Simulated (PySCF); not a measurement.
# One molecule, several mistakes: CH5OSi anion

All numbers below are calculated, not measured. They come from PySCF 2.14.0, an open-source quantum chemistry program, on an isolated molecule that a program drew, which may never have been made. The molecule is CH5OSi anion (charge -1, singlet), drawn as the SMILES string `C[SiH2][O-]`.

Each row is a Hartree-Fock (HF) and frozen-core CCSD(T) single point in the aug-cc-pV(D+d)Z basis, meant for a local HF minimum. Run 1 is clean. Each other run has one planted mistake out of seven kinds, and not every kind appears here: one electron removed, one electron added, multiplicity raised by two, geometry at a saddle point, minimal basis STO-3G, one bond length entered in bohr, all coordinates scaled. The reference is restricted for singlets and unrestricted otherwise, and also for a bond in bohr. Adding or removing an electron swaps singlet and doublet. Electrons count all cores. HOMO and LUMO are orbital energies over both spins, the gradient is its largest component, and the lowest frequency (negative if imaginary) is given only where the gradient is small. Bond lengths are over the 7 bonds as drawn. T1 is the CCSD diagnostic: over 0.02 (restricted) or 0.045 (unrestricted) a single reference is doubtful.

Geometry of the clean run:
```xyz
8
CH5OSi anion, angstrom
C    -1.7228    1.2873    0.3939
Si   -2.8465   -0.2269    0.7366
O    -3.8603   -0.5986   -0.3846
H    -1.1197    1.1270   -0.5066
H    -1.0404    1.4794    1.2315
H    -2.3246    2.1883    0.2316
H    -3.4473    0.1132    2.0975
H    -1.8350   -1.3067    1.1103
```

```
run,electrons,basis functions,<S^2>,HOMO (eV),LUMO (eV),gradient (hartree/bohr),lowest frequency (cm^-1),mean bond (Å),longest bond (Å),T1,HF (hartree),CCSD(T) (hartree),mistake
1,34,123,0.000,-4.77,3.84,1.3e-05,197,1.4020,1.916,0.0166,-404.63313,-405.16734,no fault
2,34,123,0.000,-4.81,3.80,7.1e-02,-,1.5337,2.097,0.0195,-404.58066,-405.13480,all coordinates scaled
3,33,123,0.759,-11.87,0.18,1.1e-01,-,1.4020,1.916,0.0287,-404.56643,-405.03931,one electron removed
4,34,123,2.009,0.92,3.29,1.1e-01,-,1.4020,1.916,0.0360,-404.53205,-405.01527,multiplicity raised by two
5,34,123,0.682,-4.89,3.77,2.1e-02,-,1.5412,2.070,0.0612,-404.51136,-405.04472,?
6,34,24,0.000,2.29,21.44,4.4e-02,-,1.4020,1.916,0.0177,-399.53530,-399.70907,?
```

**Which mistake was planted in run 5, and what did it cost?**

The mean bond changes by a factor of 1.099 and the longest by 1.080, so the molecule wasn't scaled as a whole. A length L in bohr read as angstrom grows by (1/0.5292 - 1) L = 0.890 L. The 7 bonds together grew by 7 x 0.1392 = 0.974 Å, which gives L = 1.095 Å. That is the length of one of the C-H bonds, 1.096 Å in the clean geometry. So the mistake is: one bond length entered in bohr. Subtracting run 1 and multiplying by 627.51 kcal/mol a hartree, the energy moved by 76.4 kcal/mol in HF and 76.9 kcal/mol in CCSD(T).

**Which mistake was planted in run 6, and what did it cost?**

It has 24 basis functions where the clean run has 123, with the same electrons and geometry. So the mistake is: minimal basis STO-3G. Subtracting run 1 and multiplying by 627.51 kcal/mol a hartree, the energy moved by 3198.9 kcal/mol in HF and 3425.1 kcal/mol in CCSD(T).

Cautions from the logs. Run 4: the HOMO is above zero, so the electron isn't bound and the energy depends on the basis; run 5: T1 is over the limit, so its CCSD(T) energy is less reliable; run 6: the HOMO is above zero, so the electron isn't bound and the energy depends on the basis.
